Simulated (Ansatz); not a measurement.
`[SiH3][SnH]([Cl])[Cl]`, relaxed with RKS PBE0-D4/def2-TZVP in Ansatz from a PBE-D4/def2-SVP geometry. The force threshold is 0.005 eV/Å; the program also tests the step.

The species carries charge 0 and has multiplicity 1. Sn takes the def2 core potential.

Start:

```xyz
8

Si   -0.870    0.688    0.878
Sn    0.682   -0.391   -0.884
Cl   -0.152   -2.579   -1.295
Cl    2.812   -0.662    0.137
H    -2.252    0.795    0.302
H    -0.340    2.049    1.221
H    -0.863   -0.205    2.081
H     0.983    0.305   -2.438
```

| step | energy (eV) | largest force (eV/Å) | largest move (Å) |
| --- | --- | --- | --- |
| 1 | -38811.8226 | 0.570 | 0.000 |
| 2 | -38811.8572 | 0.243 | 0.076 |
| 3 | -38811.8681 | 0.040 | 0.029 |
| 4 | -38811.8682 | 0.006 | 0.007 |
| 5 | -38811.8683 | 0.012 | 0.004 |
| 6 | -38811.8683 | 0.004 | 0.004 |

End:

```xyz
8

Si   -0.866    0.684    0.873
Sn    0.673   -0.390   -0.870
Cl   -0.122   -2.542   -1.282
Cl    2.768   -0.668    0.115
H    -2.228    0.791    0.296
H    -0.334    2.028    1.206
H    -0.859   -0.200    2.062
H     0.968    0.297   -2.400
```

Run time 21 s (4 threads of an Arm Neoverse V2 on a shared host); peak host memory 0.58 GiB.
